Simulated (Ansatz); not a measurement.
Ansatz results at the PBE0-D4/def2-TZVP geometry: size of the dipole moment (ωB97M-V/def2-TZVPP) 3.06 D; size of the dipole moment (B3LYP/def2-TZVPP) 2.95 D; size of the dipole moment (PBE/def2-TZVPP) 2.69 D.

Each molecule was computed in one conformer, which needn't be the lowest.

Task: Which molecule gave them?
A. `C[N](C)[GaH]`•
B. `[CH3][SbH]`•
C. `[S][GeH3]`•
D. `C[O][Sn]([NH2])[F]`•

Result: D. The others give `C[N](C)[GaH]`•: 0.72, 0.85, 1.03; `[CH3][SbH]`•: 0.68, 0.71, 0.76; `[S][GeH3]`•: 1.35, 1.36, 1.40.

B3LYP here is the variant with VWN-RPA as its local correlation; programs differ in this.
